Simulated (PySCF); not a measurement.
C₅H₄F₂O, SMILES C=C=COC=C(F)F.

Geometry optimised at PBE0-D3(BJ)/def2-SVP. The structure was generated by enumeration, and PubChem lists no compound with its InChIKey, so it may never have been made. Other conformers were not sampled.

Vertical ionisation energy (IE) and electron affinity (EA) in eV. Rows of orbital energies are one-electron estimates. Where ΔSCF, EOM or ADC give a negative EA the extra electron is unbound and the value depends on the basis.

```csv
level,IE,EA
"−ε(HOMO), −ε(LUMO), ωB97X/def2-TZVP (PySCF)",8.84,-1.65
"−ε(HOMO), −ε(LUMO), PBE/def2-TZVP (PySCF)",5.32,1.56
```
